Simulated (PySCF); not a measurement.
C4H10O, SMILES CCOCC.

The structure is a stationary point at PBE0-D3(BJ)/def2-SVP. The values are those of a single conformer.

Level of theory: PySCF with PBE0-D3(BJ)/def2-SVP.

Frequencies are harmonic and unscaled.

| mode | ν (cm⁻¹) | IR (km/mol) | Raman (Å⁴/amu) | depolarisation | moving atoms (share of kinetic energy) |
|---|---|---|---|---|---|
| 1 | 54 | 0.0 | 0.1 | 0.75 | H 49 %, C 47 % |
| 2 | 122 | 3.2 | 0.1 | 0.57 | H 40 %, C 34 %, O 26 % |
| 3 | 221 | 0.6 | 0.1 | 0.41 | H 76 %, C 15 %, O 9 % |
| 4 | 258 | 0.4 | 0.0 | – | H 87 %, C 11 % |
| 5 | 316 | 2.2 | 0.2 | 0.50 | H 51 %, C 33 %, O 16 % |
| 6 | 381 | 4.0 | 1.4 | 0.22 | C 48 %, H 32 %, O 20 % |
| 7 | 508 | 3.2 | 1.4 | 0.31 | C 42 %, H 35 %, O 24 % |
| 8 | 798 | 3.0 | 0.7 | 0.54 | H 89 %, C 11 % |
| 9 | 820 | 0.9 | 0.4 | 0.61 | H 92 % |
| 10 | 863 | 4.8 | 7.4 | 0.38 | H 48 %, C 33 %, O 19 % |
| 11 | 946 | 1.7 | 4.4 | 0.74 | H 51 %, C 38 %, O 11 % |
| 12 | 1076 | 13.5 | 4.9 | 0.41 | C 59 %, H 33 %, O 8 % |
| 13 | 1105 | 8.4 | 3.9 | 0.39 | C 53 %, H 44 % |
| 14 | 1125 | 3.8 | 2.9 | 0.32 | H 50 %, C 48 % |
| 15 | 1179 | 10.1 | 1.5 | 0.57 | H 58 %, C 38 % |
| 16 | 1197 | 32.0 | 2.4 | 0.58 | H 44 %, C 41 %, O 14 % |
| 17 | 1234 | 190.4 | 2.5 | 0.72 | C 42 %, O 38 %, H 20 % |
| 18 | 1293 | 1.8 | 11.2 | 0.74 | H 92 % |
| 19 | 1330 | 42.8 | 6.9 | 0.75 | H 83 %, C 10 % |
| 20 | 1369 | 1.0 | 0.6 | 0.68 | H 81 %, C 18 % |
| 21 | 1378 | 1.2 | 1.4 | 0.75 | H 79 %, C 21 % |
| 22 | 1413 | 51.8 | 4.3 | 0.75 | H 73 %, C 26 % |
| 23 | 1434 | 11.6 | 2.5 | 0.60 | H 66 %, C 33 % |
| 24 | 1451 | 7.5 | 14.5 | 0.75 | H 97 % |
| 25 | 1458 | 5.9 | 19.9 | 0.75 | H 96 % |
| 26 | 1465 | 0.4 | 22.7 | 0.75 | H 94 % |
| 27 | 1476 | 2.9 | 21.6 | 0.75 | H 94 % |
| 28 | 1483 | 2.5 | 1.5 | 0.69 | H 91 %, C 9 % |
| 29 | 1512 | 5.2 | 4.2 | 0.75 | H 90 %, C 9 % |
| 30 | 2977 | 41.7 | 54.1 | 0.09 | H 95 % |
| 31 | 2992 | 83.1 | 134.6 | 0.17 | H 94 % |
| 32 | 3023 | 44.2 | 63.8 | 0.69 | H 91 %, C 9 % |
| 33 | 3060 | 15.3 | 137.7 | 0.01 | H 97 % |
| 34 | 3065 | 14.6 | 137.9 | 0.00 | H 97 % |
| 35 | 3107 | 22.7 | 124.5 | 0.46 | H 91 %, C 9 % |
| 36 | 3156 | 25.3 | 59.8 | 0.67 | H 91 %, C 9 % |
| 37 | 3161 | 16.7 | 55.7 | 0.75 | H 90 %, C 10 % |
| 38 | 3166 | 16.4 | 59.1 | 0.75 | H 90 %, C 10 % |
| 39 | 3167 | 16.9 | 75.9 | 0.74 | H 90 %, C 10 % |
